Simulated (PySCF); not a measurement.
(Cl2In-mu-OH)2.
Bonds: In1–Cl2, In1–Cl3, In1–O4, In1–O8, O4–In5, In5–Cl6, In5–Cl7, In5–O8. Hydrogens: H9 on O4; H10 on O8.

Computed by this run: PySCF, PBE0-D3(BJ)/def2-SVP geometry optimisation, gas phase, def2 core potentials past Kr; density fitting, grid level 1; the optimiser is geomeTRIC in internal coordinates, started from a GFN2-xTB structure with every atom displaced at random (about 0.03 Å).

Step 1: E = -64533.7945 eV
```
atom  x, y, z in Å  |  force x, y, z in eV/Å
In1    -1.5628   -0.1095   -0.3121    0.251   0.107  -0.053
Cl2    -2.1696   -2.1673   -1.2232   -0.051   0.009   0.032
Cl3    -2.7911    1.8172    0.0368   -0.141   0.020   0.000
O4      0.2760    0.5569   -1.2338   -0.487  -0.051   0.258
In5     1.5828    0.3385    0.4198    0.121  -0.006   0.086
Cl6     1.8930    2.4735    1.2891    0.136  -0.083  -0.004
Cl7     2.9196   -1.5359    0.0177    0.007   0.123   0.073
O8     -0.2154   -0.3817    1.3278   -0.212   0.011  -0.210
H9      0.4420    0.1657   -2.0947    0.255  -0.099  -0.205
H10    -0.2498   -1.2341    1.7770    0.122  -0.031   0.024
```

Step 2: E = -64533.8290 eV
```
atom  x, y, z in Å  |  force x, y, z in eV/Å
In1    -1.5701   -0.1043   -0.3151    0.065   0.086  -0.027
Cl2    -2.1991   -2.1617   -1.2180   -0.040   0.014   0.044
Cl3    -2.8450    1.8033    0.0129   -0.064  -0.019   0.021
O4      0.2577    0.5512   -1.2183   -0.155  -0.123  -0.133
In5     1.5937    0.3456    0.4257   -0.051   0.000   0.032
Cl6     1.9497    2.4665    1.3027    0.129  -0.038   0.009
Cl7     2.9355   -1.5192    0.0285    0.038   0.051   0.036
O8     -0.2150   -0.3802    1.3109   -0.139   0.022  -0.109
H9      0.4499    0.1570   -2.0798    0.137   0.058   0.084
H10    -0.2326   -1.2352    1.7551    0.080  -0.051   0.043
```

Step 3: E = -64533.8605 eV
```
atom  x, y, z in Å  |  force x, y, z in eV/Å
In1    -1.5878   -0.0991   -0.3262   -0.021   0.034  -0.079
Cl2    -2.2517   -2.1621   -1.1971   -0.012   0.031   0.065
Cl3    -2.9336    1.7662   -0.0056    0.004  -0.015   0.019
O4      0.2427    0.5496   -1.2149    0.141  -0.158  -0.291
In5     1.5987    0.3577    0.4327   -0.248   0.015  -0.045
Cl6     2.0530    2.4515    1.3237    0.111  -0.016   0.003
Cl7     2.9558   -1.4931    0.0490    0.052  -0.027   0.000
O8     -0.2270   -0.3746    1.2852    0.014  -0.011   0.045
H9      0.4899    0.1596   -2.0694   -0.048   0.152   0.266
H10    -0.2154   -1.2324    1.7270    0.009  -0.005   0.017
```

Step 4: E = -64533.8729 eV
```
atom  x, y, z in Å  |  force x, y, z in eV/Å
In1    -1.6005   -0.0963   -0.3416   -0.063  -0.004  -0.073
Cl2    -2.2830   -2.1689   -1.1712    0.023   0.027   0.062
Cl3    -3.0053    1.7275   -0.0217    0.048  -0.006   0.013
O4      0.2337    0.5545   -1.2172    0.252  -0.100  -0.211
In5     1.5910    0.3679    0.4360   -0.265   0.001  -0.050
Cl6     2.1496    2.4302    1.3397    0.070  -0.003  -0.044
Cl7     2.9640   -1.4732    0.0614    0.024  -0.047  -0.014
O8     -0.2417   -0.3680    1.2701    0.101   0.000   0.106
H9      0.5253    0.1757   -2.0620   -0.143   0.123   0.207
H10    -0.2084   -1.2263    1.7109   -0.046   0.008   0.006
```

Q: Estimate the geometry and energy of step 5. (The exact step hangs on the optimiser's Hessian estimate; all steps are aligned on step 4, rigid shifts and turns removed.)

A: E = -64533.8782 eV, largest force 0.189 eV/Å
```
atom  x, y, z in Å  |  force x, y, z in eV/Å
In1    -1.6072   -0.0953   -0.3597   -0.082  -0.021  -0.037
Cl2    -2.2842   -2.1815   -1.1458    0.059  -0.012   0.004
Cl3    -3.0594    1.6881   -0.0295    0.073   0.016   0.008
O4      0.2297    0.5670   -1.2229    0.188  -0.001   0.015
In5     1.5713    0.3753    0.4386   -0.152  -0.034  -0.013
Cl6     2.2415    2.4034    1.3408    0.006   0.021  -0.052
Cl7     2.9570   -1.4596    0.0700   -0.014  -0.039  -0.024
O8     -0.2611   -0.3601    1.2659    0.137   0.019   0.108
H9      0.5531    0.2053   -2.0587   -0.140   0.023   0.004
H10    -0.2160   -1.2192    1.7057   -0.075   0.028  -0.014
```

The energy changes by -0.0053 eV. The first-order estimate −F·Δx gives -0.0084 eV and the mean of the old and new forces, exact on a quadratic surface, -0.0004 eV. The step makes an angle of 84° with the force vector and moves no atom by more than 0.096 Å.

The cost below is that of the whole optimisation. Time: 12 min; peak memory 0.78 GiB. Hardware: one thread of an AMD EPYC, no GPU, shared host.
